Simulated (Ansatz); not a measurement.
An input meant for the cluster Li2Sn⁻ (charge -1, doublet).

```yaml
crystal:
  periodic: [false, false, false]
  atoms:
    - {symbol: Li, position_ang: [-1.339398, 1.162951, -0.228416]}
    - {symbol: Li, position_ang: [1.498606, 0.060182, 0.974338]}
    - {symbol: Sn, position_ang: [-0.159208, -1.223133, -0.745912]}
basis:
  gaussian: {orbitals: def2-mTZVPP}
total_charge: -1
magnetization: {spin_polarized: true, initial_magnetization: 1}
hamiltonian: {xc: {name: HF}}
correlation: {method: mp2, frozen_orbitals: {Li: 0}}
```

```sh
$ ansatz run in.yaml --threads 4 --pin off --events-out ev --progress --plain --max-ram 3916MiB
```

Output, abridged:

```
Functional definition: HF
Error: "frozen_orbitals" has no count for Sn
```

Q: What is wrong with this run?

A: Frozen orbitals are typed for one element alone, and the program wants a count for each (the count typed has to fit that element's core, too). The input was rejected before any iteration.
